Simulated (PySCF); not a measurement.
C6H11OPS.
Geometry (PBE0-D3(BJ)/def2-SVP, Å), atoms numbered from 1 in this order:
```xyz
20
C6H11OPS angstrom
C      2.9776   -0.3948   -0.2465
C      1.9368    0.6937   -0.3024
O      2.0885    1.7088   -0.9385
P      0.4049    0.4537    0.7419
C     -0.1417   -1.2394    0.1842
C     -1.6060   -1.4703    0.5428
S     -2.7602   -0.4417   -0.4076
C     -2.2155    1.2079    0.1239
C     -0.7660    1.5189   -0.2217
H      2.6360   -1.2551   -0.8453
H      3.1285   -0.7510    0.7839
H      3.9213   -0.0209   -0.6659
H     -0.0067   -1.3678   -0.9022
H      0.4890   -1.9824    0.7007
H     -1.7781   -1.3138    1.6214
H     -1.9005   -2.5063    0.3138
H     -2.8933    1.9035   -0.3950
H     -2.4035    1.3200    1.2052
H     -0.5885    1.3994   -1.3019
H     -0.5255    2.5631    0.0353
```

The closed-shell ground state was solved at several levels (PySCF, density fitting, gas phase, non-relativistic).

```json
{"level": "PBE0/pcSseg-1", "basis functions": "222", "total energy (Eh)": "-1049.3294", "HOMO (eV)": "-6.60", "LUMO (eV)": "-0.90", "gap (eV)": "5.70", "dipole (D)": "2.37"}
{"level": "KT2/pcSseg-1", "basis functions": "222", "total energy (Eh)": "-1061.1701", "HOMO (eV)": "-5.46", "LUMO (eV)": "-1.93", "gap (eV)": "3.53", "dipole (D)": "2.21"}
```

Question: What might B3LYP/def2-SVPD (282 basis functions) give for the same quantities?

Answer: Total energy -1049.6299 Eh, HOMO -6.35 eV, LUMO -1.24 eV, gap 5.11 eV, dipole 2.46 D.

Question: Over all these levels, which gives the widest orbital gap and which the narrowest?

Answer: PBE0/pcSseg-1 (global hybrid, 25 % exact exchange) has the widest, 5.70 eV, and KT2/pcSseg-1 (GGA) the narrowest, 3.53 eV. The two share the basis. From the narrowest to the widest the HOMO moves by -1.14 eV and the LUMO by +1.03 eV.

Question: How far do the dipole and the HOMO energy spread over the levels?

Answer: The dipole runs from 2.21 to 2.46 D (mean 2.35 D) and the HOMO from -6.60 to -5.46 eV.

One conformer stands for the species.
